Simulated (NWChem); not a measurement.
All runs are NWChem calculations. System: hydrogen bromide (HBr), charge 0, spin multiplicity 1, at a geometry optimised with PBE0/def2-SVP. Level: CCSD(T)/3-21G, 9 core orbitals frozen.

The NWChem input:

```
start mol
memory heap 100 mb stack 700 mb global 1900 mb
geometry units angstroms nocenter noautoz
  Br     0.000000     0.000000     0.039510
  H      0.000000     0.000000    -1.382857
  symmetry group C2v
end
basis spherical
  * library 3-21g
end
scf
  rhf
  nopen 0
  maxiter 100
  thresh 1e-7
  semidirect memsize 60000000 filesize 0
end
ccsd
  freeze core 9
  maxiter 60
end
task ccsd(t) energy
```

NWChem printed:

```
             Northwest Computational Chemistry Package (NWChem) 7.3.0
             --------------------------------------------------------

                                NWChem Input Module
                                -------------------

 Scaling coordinates for geometry "geometry" by  1.889725989
 (inverse scale =  0.529177249)

 Turning off AUTOSYM since
 SYMMETRY directive was detected!

                             Geometry "geometry" -> ""
                             -------------------------

 Output coordinates in angstroms (scale by  1.889725989 to convert to a.u.)

  No.       Tag          Charge          X              Y              Z
 ---- ---------------- ---------- -------------- -------------- --------------
    1 Br                  35.0000     0.00000000     0.00000000     0.03951000
    2 H                    1.0000     0.00000000     0.00000000    -1.38285700

 Effective nuclear repulsion energy (a.u.)      13.0213958247

            Nuclear Dipole moment (a.u.)
            ----------------------------
        X                 Y               Z
 ---------------- ---------------- ----------------
     0.0000000000     0.0000000000    -0.0000132281

      Symmetry information
      --------------------

 Group name             C2v
 Group number             16
 Group order               4
 No. of unique centers     2

      Symmetry unique atoms

     1    2


 Summary of "ao basis" -> "" (spherical)
 ------------------------------------------------------------------------------
       Tag                 Description            Shells   Functions and Types
 ---------------- ------------------------------  ------  ---------------------
 *                           3-21g                    on all atoms

 Summary of "ao basis" -> "ao basis" (spherical)
 ------------------------------------------------------------------------------
       Tag                 Description            Shells   Functions and Types
 ---------------- ------------------------------  ------  ---------------------
 Br                          3-21g                  10       22   5s4p1d
 H                           3-21g                   2        2   2s

                                 NWChem SCF Module
                                 -----------------

  ao basis        = "ao basis"
  functions       =    24
  atoms           =     2
  closed shells   =    18
  open shells     =     0
  charge          =   0.00
  wavefunction    = RHF
  use symmetry    = T
  symmetry adapt  = T

 Summary of "ao basis" -> "ao basis" (spherical)
 ------------------------------------------------------------------------------
       Tag                 Description            Shells   Functions and Types
 ---------------- ------------------------------  ------  ---------------------
 Br                          3-21g                  10       22   5s4p1d
 H                           3-21g                   2        2   2s

      Symmetry analysis of basis
      --------------------------

        a1         13
        a2          1
        b1          5
        b2          5

 Forming initial guess at       0.0s

      Superposition of Atomic Density Guess
      -------------------------------------

 Sum of atomic energies:       -2560.53875212

      Non-variational initial energy
      ------------------------------

 Total energy =   -2560.611794
 1-e energy   =   -3596.366496
 2-e energy   =    1022.733306
 HOMO         =      -0.381664
 LUMO         =       0.107067

      Symmetry analysis of molecular orbitals - initial
      -------------------------------------------------

 !! scf_movecs_sym_adapt:   12 vectors were symmetry contaminated

  Symmetry fudging

 !! scf_movecs_sym_adapt:   10 vectors were symmetry contaminated

  Numbering of irreducible representations:

     1 a1          2 a2          3 b1          4 b2

  Orbital symmetries:

     1 a1          2 a1          3 a1          4 b2          5 b1
     6 a1          7 a1          8 b1          9 b2         10 a1
    11 b2         12 b1         13 a1         14 a2         15 a1
    16 a1         17 b1         18 b2         19 a1         20 a1
    21 b2         22 b1         23 a1         24 a1

 Starting SCF solution at       0.1s

 ----------------------------------------------
         Quadratically convergent ROHF

 Convergence threshold     :          1.000E-07
 Maximum no. of iterations :          100
 Final Fock-matrix accuracy:          1.000E-09
 ----------------------------------------------

              iter       energy          gnorm     gmax       time
             ----- ------------------- --------- --------- --------
                 1    -2560.5994532721  3.46D-01  2.45D-01      0.1
                 2    -2560.6150915202  6.13D-02  3.23D-02      0.1
                 3    -2560.6154576804  1.57D-03  9.06D-04      0.1
                 4    -2560.6154579050  2.56D-07  1.12D-07      0.1
                 5    -2560.6154579050  3.12D-09  1.46D-09      0.1

       Final RHF  results
       ------------------

         Total SCF energy =  -2560.615457904971
      One-electron energy =  -3596.807710686469
      Two-electron energy =   1023.170856956800
 Nuclear repulsion energy =     13.021395824699

        Time for solution =      0.0s

       Symmetry analysis of molecular orbitals - final
       -----------------------------------------------

  Numbering of irreducible representations:

     1 a1          2 a2          3 b1          4 b2

  Orbital symmetries:

     1 a1          2 a1          3 a1          4 b1          5 b2
     6 a1          7 a1          8 b1          9 b2         10 a1
[...]
    24      1.383407  2 H  s                 17      1.021187  1 Br pz
    14     -0.715292  1 Br s                 13      0.276009  1 Br pz
     9     -0.208922  1 Br pz                23      0.181134  2 H  s

 Vector   20  Occ=0.000000D+00  E= 8.149818D-01  Symmetry=a1
              MO Center= -1.4D-14,  2.0D-13,  6.6D-01, r^2= 1.8D+00
   Bfn.  Coefficient  Atom+Function         Bfn.  Coefficient  Atom+Function
  ----- ------------  ---------------      ----- ------------  ---------------
    14     -1.131123  1 Br s                 13      1.122707  1 Br pz
    10      1.114880  1 Br s                 17     -0.971952  1 Br pz
     9     -0.376921  1 Br pz                23     -0.176657  2 H  s
    24      0.160030  2 H  s

 Vector   21  Occ=0.000000D+00  E= 8.341002D-01  Symmetry=b2
              MO Center= -2.8D-33, -2.5D-13,  4.0D-02, r^2= 2.2D+00
   Bfn.  Coefficient  Atom+Function         Bfn.  Coefficient  Atom+Function
  ----- ------------  ---------------      ----- ------------  ---------------
    12      1.467703  1 Br py                16     -1.276864  1 Br py
     8     -0.499386  1 Br py                 4      0.150150  1 Br py

 center of mass
 --------------
 x =   0.00000000 y =   0.00000000 z =   0.04118839

 moments of inertia (a.u.)
 ------------------
           7.190573073844           0.000000000000           0.000000000000
           0.000000000000           7.190573073844           0.000000000000
           0.000000000000           0.000000000000           0.000000000000

  Mulliken analysis of the total density
  --------------------------------------

    Atom       Charge   Shell Charges
 -----------   ------   -------------------------------------------------------
    1 Br  35    35.10   2.00  2.00  5.99  2.00  5.97  0.78  2.32  1.19  2.85 10.00
    2 H    1     0.90   0.42  0.49

       Multipole analysis of the density wrt the origin
       ------------------------------------------------

     L   x y z        total         open         nuclear
     -   - - -        -----         ----         -------
     0   0 0 0     -0.000000      0.000000     36.000000

     1   1 0 0      0.000000      0.000000      0.000000
     1   0 1 0     -0.000000      0.000000      0.000000
     1   0 0 1     -0.519041      0.000000     -0.000013

     2   2 0 0    -14.633756      0.000000      0.000000
     2   1 1 0     -0.000000      0.000000      0.000000
     2   1 0 1      0.000000      0.000000      0.000000
     2   0 2 0    -14.633756      0.000000      0.000000
     2   0 1 1     -0.000000      0.000000      0.000000
     2   0 0 2    -12.044575      0.000000      7.024033

                   Four-Index Transformation
                   -------------------------
          Number of basis functions:             24
          Number of shells:                      12
          Number of occupied orbitals:           18
          Number of occ. correlated orbitals:     9
          Block length:                          16
          Superscript MO index range:     10 -   18
          Subscript MO index range:       10 -   24
          MO coefficients read from:  ./mol.movecs
          Number of operator matrices in core:   90
          Half-transformed integrals produced

     Pass:    1     Index range:   10  -   18     Time:      0.14
 ------------------------------------------
 MP2 Energy (coupled cluster initial guess)
 ------------------------------------------
 Reference energy:          -2560.615457904970754
 MP2 Corr. energy:             -0.041469224102882
 Total MP2 energy:          -2560.656927129073665

 ****************************************************************************
              the segmented parallel ccsd program:    1 nodes
 ****************************************************************************

 level of theory    ccsd(t)
 number of core         9
 number of occupied     9
 number of virtual      6
 number of deleted      0
 total functions       24
 number of shells      12
 basis label          566

   ***** ccsd parameters *****
   iprt   =     0
   convi  =  0.100E-05
   maxit  =    60
   mxvec  =     5
 memory            104854956
  Using  1 OpenMP thread(s) in CCSD
  IO offset    20.000000000000000
  IO error message >End of File
  file_read_ga: failing reading from ./mol.t2
  Failed reading restart vector from ./mol.t2
  Using MP2 initial guess vector

-------------------------------------------------------------------------
 iter     correlation     delta       rms       T2     Non-T2      Main
             energy      energy      error      ampl     ampl      Block
                                                time     time      time
-------------------------------------------------------------------------
   1     -0.0487031245 -4.870D-02  3.776D-02     0.10     0.00     0.09
   2     -0.0506085397 -1.905D-03  6.777D-03     0.11     0.00     0.10
   3     -0.0515646332 -9.561D-04  1.044D-03     0.11     0.00     0.10
   4     -0.0516103418 -4.571D-05  1.218D-04     0.11     0.00     0.10
   5     -0.0516105440 -2.022D-07  3.516D-05     0.12     0.00     0.10
   6     -0.0516092011  1.343D-06  1.181D-05     0.12     0.00     0.10
   7     -0.0516090934  1.078D-07  1.404D-06     0.11     0.00     0.10
   8     -0.0516090898  3.572D-09  2.001D-07     0.12     0.00     0.12
                  *************converged*************
-------------------------------------------------------------------------

 -----------
 CCSD Energy
 -----------
 Reference energy:           -2560.615457904970754
 CCSD corr. energy:             -0.051609089795384
 Total CCSD energy:          -2560.667066994766174

 --------------------------------
 Spin Component Scaled (SCS) CCSD
 --------------------------------
 Same spin contribution:                 -0.006234624383470
 Same spin scaling factor:                1.130000000000000
 Opposite spin contribution:             -0.045374465411914
 Opposite spin scaling fact.:             1.270000000000000
 SCS-CCSD correlation energy:            -0.064670696626452
 Total SCS-CCSD energy:               -2560.680128601597062
 memory            104854956

*********triples calculation*********

nkpass=    1; nvpass=    1; memdrv=           5370; memtrn=         301444; memavail=      104854884
 memory available/node                      104854884
 total number of virtual orbitals         6
 number of virtuals per integral pass     6
 number of integral evaluations           1
 number of occupied per triples pass      9
 number of triples passes                 1

 commencing integral evaluation        1 at           1.05
  symmetry use  T
task         2 out of        78 done   2%  at       0.0 secs
task         4 out of        78 done   5%  at       0.0 secs
task         8 out of        78 done  10%  at       0.0 secs
task        12 out of        78 done  15%  at       0.1 secs
task        16 out of        78 done  20%  at       0.1 secs
task        20 out of        78 done  25%  at       0.1 secs
task        24 out of        78 done  30%  at       0.1 secs
task        28 out of        78 done  35%  at       0.1 secs
task        32 out of        78 done  41%  at       0.1 secs
task        36 out of        78 done  46%  at       0.1 secs
task        39 out of        78 done  50%  at       0.1 secs
task        43 out of        78 done  55%  at       0.1 secs
task        47 out of        78 done  60%  at       0.1 secs
task        51 out of        78 done  65%  at       0.1 secs
task        55 out of        78 done  70%  at       0.1 secs
task        59 out of        78 done  75%  at       0.1 secs
task        63 out of        78 done  80%  at       0.1 secs
task        67 out of        78 done  85%  at       0.1 secs
task        71 out of        78 done  91%  at       0.1 secs
task        75 out of        78 done  96%  at       0.1 secs
task        78 out of        78 done 100%  at       0.1 secs
 commencing triples evaluation - blocking       1
 ccsd(t): done        1 out of        6 progress:   16.7%
 ccsd(t): done        2 out of        6 progress:   33.3%
 ccsd(t): done        3 out of        6 progress:   50.0%
 ccsd(t): done        4 out of        6 progress:   66.7%
 ccsd(t): done        5 out of        6 progress:   83.3%
 ccsd(t): done        6 out of        6 progress:  100.0%
 Time for integral evaluation pass     1        0.15
 Time for triples evaluation pass      1        0.02

 pseudo-e(mp4)  -0.24018650592707E-03
 pseudo-e(mp5)   0.61730536220117E-05
        e(t)    -0.23401345230506E-03

 --------------
 CCSD(T) Energy
 --------------
 Reference energy:                   -2560.615457904970754

 CCSD corr. energy:                     -0.051609089795384
 T(CCSD) corr. energy:                  -0.000240186505927
 Total CCSD+T(CCSD) energy:          -2560.667307181272008

 CCSD corr. energy:                     -0.051609089795384
 (T) corr. energy:                      -0.000234013452305
 Total CCSD(T) energy:               -2560.667301008218601

 routine      calls  cpu(0)   cpu-min  cpu-ave  cpu-max   i/o
 aoccsd          1     0.00     0.00     0.00     0.00    0.00
 iterdrv         1     0.00     0.00     0.00     0.00    0.00
 pampt           8     0.01     0.01     0.01     0.01    0.00
 t2pm            8     0.01     0.01     0.01     0.01    0.00
 sxy             8     0.01     0.01     0.01     0.01    0.00
 ints        48672     0.69     0.69     0.69     0.69    0.00
 t2eri         624     0.06     0.06     0.06     0.06    0.00
 idx2          624     0.05     0.05     0.05     0.05    0.00
 idx34           8     0.01     0.01     0.01     0.01    0.00
 ht2pm           8     0.02     0.02     0.02     0.02    0.00
 itm             8     0.04     0.04     0.04     0.04    0.00
 pdiis           8     0.00     0.00     0.00     0.00    0.00
 triples         1     0.00     0.00     0.00     0.00    0.00
 rdtrpo          1     0.00     0.00     0.00     0.00    0.00
 trpmos          1     0.15     0.15     0.15     0.15    0.00
 trpdrv          1     0.01     0.01     0.01     0.01    0.00
 dovvv        4860     0.00     0.00     0.00     0.00    0.00
 doooo        4860     0.00     0.00     0.00     0.00    0.00
 tengy        4374     0.00     0.00     0.00     0.00    0.00
 Total                 1.06     1.06     1.06     1.06    0.00

 Task  times  cpu:        1.3s     wall:        1.3s

 Total times  cpu:        1.4s     wall:        1.4s
```
